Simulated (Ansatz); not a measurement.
This geometry of Cl$_{3}$H$_{3}$O$_{2}$Sn (9 atoms, charge 0, multiplicity 1) is a first-order saddle point.

Theory: RKS PBE0/def2-SVP (Ansatz).

```xyz
9
Properties=species:S:1:pos:R:3
Sn 0.144 -0.418 -0.473
Cl -1.247 -0.548 2.171
Cl 1.860 -0.351 -2.038
O -0.387 1.436 -0.201
H -0.918 1.455 0.612
Cl -1.362 -1.991 -1.269
O 1.152 -1.181 1.144
H 1.606 -2.028 1.031
H 0.110 -1.050 1.926
```

Task: Which two structures does it join? (They come from a converged band through this point; their orientation in space is the band's.)

Result: Bonds broken: Sn1–Cl2, O7–H9. Bonds formed: Cl2–H9. Cl3H3O2Sn becomes Cl2H2O2Sn + ClH.

Initial state:

```xyz
9
Properties=species:S:1:pos:R:3
Sn 0.072 -0.007 0.031
Cl -0.190 0.328 2.354
Cl 2.170 0.406 -0.867
O -0.908 1.524 -0.731
H -1.862 1.384 -0.675
Cl -1.232 -1.804 -0.794
O 1.197 -1.950 0.967
H 0.647 -2.700 0.695
H 1.063 -1.857 1.923
```

Final state:

```xyz
9
Properties=species:S:1:pos:R:3
Sn 0.297 -0.473 -0.702
Cl -1.000 -0.107 2.807
Cl 2.030 -0.058 -2.178
O -0.537 1.199 -0.165
H -0.876 1.105 0.745
Cl -1.157 -2.010 -1.665
O 0.999 -1.314 0.965
H 1.213 -2.253 0.878
H -0.012 -0.765 2.218
```

Task: How far does it lie above each of them?

Result: 85.5 kJ/mol above the first and 11.3 kJ/mol above the second. This is the barrier of this one path; another mechanism may lie lower. The orbitals stay closed-shell, which can raise the energy where a bond breaks towards radicals; this wasn't checked here.

Time of the run: 3.7 min on 4 threads of Intel(R) Xeon(R) 6975P-C (Granite Rapids) (shared host), peak memory 0.42 GiB.
